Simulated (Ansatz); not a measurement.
Start from `B[SiH](F)S` and change one atom or group to get `F[SiH](S)S`.

Ansatz, PBE0-D4/def2-TZVP geometries, multiplicity 1. Each molecule was computed in one conformer, which needn't be the lowest.

```csv
property,`B[SiH](F)S`
HOMO–LUMO gap (PBE0/def2-TZVPP) / eV,6.85
HOMO–LUMO gap (PBE/def2-TZVPP) / eV,4.89
HOMO energy (PBE0/def2-TZVPP) / eV,-7.49
HOMO energy (B3LYP/def2-TZVPP) / eV,-7.30
HOMO–LUMO gap (ωB97M-V/def2-TZVPP) / eV,10.68
LUMO energy (PBE/def2-TZVPP) / eV,-1.50
```

Task: Give the same properties after the change, and the shifts. (An estimate is asked.)

Result: Ansatz gave: 
```json
{"property": "HOMO–LUMO gap (PBE0/def2-TZVPP) / eV", "`F[SiH](S)S`": "7.71", "shift": "0.86"}
{"property": "HOMO–LUMO gap (PBE/def2-TZVPP) / eV", "`F[SiH](S)S`": "5.53", "shift": "0.64"}
{"property": "HOMO energy (PBE0/def2-TZVPP) / eV", "`F[SiH](S)S`": "-7.93", "shift": "-0.44"}
{"property": "HOMO energy (B3LYP/def2-TZVPP) / eV", "`F[SiH](S)S`": "-7.66", "shift": "-0.36"}
{"property": "HOMO–LUMO gap (ωB97M-V/def2-TZVPP) / eV", "`F[SiH](S)S`": "11.77", "shift": "1.09"}
{"property": "LUMO energy (PBE/def2-TZVPP) / eV", "`F[SiH](S)S`": "-1.14", "shift": "0.36"}
```

With PBE0 the HOMO falls by 0.44 eV and the LUMO rises by 0.42 eV, so the gap widens by about 0.86 eV. PBE moves the HOMO by -0.29 eV and ωB97M-V by -0.55 eV. The zero-point energy changes by -30.7 kJ/mol with -3 modes.

B3LYP here is the variant with VWN-RPA as its local correlation; programs differ in this.
